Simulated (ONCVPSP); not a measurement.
## technetium (Tc): one change to an ONCV potential, before and after

| Property | Result |
| --- | --- |
| Element | technetium (Tc) |
| Generator | ONCVPSP 4.0.1 |
| Type | optimised norm-conserving Vanderbilt (ONCV) |
| Functional | PBE |
| Relativity | scalar-relativistic |
| Frozen core | [Ar] 3d10 4s2 |
| Valence charge | 13 |
| Reference configuration | 4p6 4d5 5s2 |
| Partial waves | 5s: rc 2.90 bohr, ncon 5, nbas 10, qcut 1.9 1/bohr, 3 projectors, debl 1.7 Ha; 4p: rc 1.80 bohr, ncon 4, nbas 7, qcut 7.1 1/bohr, 1 projector; 4d: rc 1.40 bohr, ncon 4, nbas 7, qcut 7.7 1/bohr, 2 projectors, debl 1 Ha |
| Local potential | polynomial inside 1.25 bohr (lpopt 4, dvloc0 0 Ha) |
| Core correction | Teter function, fcfact 5.25, rcfact 1.55 |

All-electron outer shells of the reference configuration (PBE, scalar-relativistic, ld1.x):

```csv
shell,level (eV),outermost node (bohr),outermost maximum (bohr)
4s,-73.38,0.50,0.95
4p,-45.34,0.51,1.03
4d,-6.66,0.50,1.27
5s,-5.04,1.28,2.72
```

Change: s: debl 4.9.

Cutoffs: the cutoffs (Ha) at which the residual kinetic energy of the hardest occupied pseudo-wave falls to 1 and 0.1 mHa per electron; they do not see the model core or the augmentation charge, which bear on the density cutoff. Errors are all-electron minus pseudo energies relative to the spin-unpolarised reference configuration.

**Question.** What does the change do?

**Answer.** The potential gets neither clearly harder nor softer (23 Ha and 32 Ha → 23 Ha and 32 Ha); the lowest positive-energy flag moves from s at 34.5 eV to s at 135.8 eV; the errors of the 4 common tests hardly move; the range in which the s phases agree narrows (upper end at the end of the scan → 1.4); neither file shows a bound ghost.

```csv
quantity,base,changed
"cutoff, loose",23 Ha,23 Ha
"cutoff, tight",32 Ha,32 Ha
bound ghosts,none,none
GHOST(+) flags under 300 eV,s at 34.5 eV,s at 135.8 eV
"error for 4p6 4d5 5s1, meV [ΔE 8.15 eV]",-5.2,-4.5
"error for 4p6 4d5 5s0, meV [ΔE 23.01 eV]",-23,-23
"error for 4p6 4d4 5s0, meV [ΔE 51.71 eV]",+15,+16
"error for 4p6 4d5 5s0 5p2, meV [ΔE 7.71 eV]",+115,+115
s: phases at 2.95 bohr within 0.05 rad from the reference energy up to (Ha; the scan ends near 5),to the end of the scan,1.4
p: phases at 1.83 bohr within 0.05 rad from the reference energy up to (Ha; the scan ends near 5),0.4,0.4
d: phases at 1.42 bohr within 0.05 rad from the reference energy up to (Ha; the scan ends near 5),to the end of the scan,to the end of the scan
"rms error of d²Exc/dni dnj with the model core, mHa",0.98,0.98
```
